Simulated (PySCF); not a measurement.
C4H9NSi, SMILES CC#C[SiH2]CN.

Coordinates come from a PBE0-D3(BJ)/def2-SVP optimisation. The structure was generated by enumeration, and PubChem lists no compound with its InChIKey, so it may never have been made. The values are those of a single conformer.

Computed with PBE/def2-TZVP (PySCF).

The molecule is in vacuum.

```
Item                                                                                                              Value
---------------------------------------------------------------------------------------------  ------------------------
total energy                                                                                         -501.68344 hartree
highest occupied level                                                                                         -5.33 eV
lowest empty level                                                                                             -0.75 eV
orbital gap                                                                                                     4.59 eV
dipole moment                                                                                                 0.482 e·Å
quadrupole, principal values (traceless, Buckingham form, about the centre of nuclear charge)  -10.10, -0.76, 10.86 D·Å
mean static polarisability                                                                        86.5 bohr³ (12.82 Å³)
polarisability, principal values                                                                65.8, 77.2, 116.4 bohr³
```
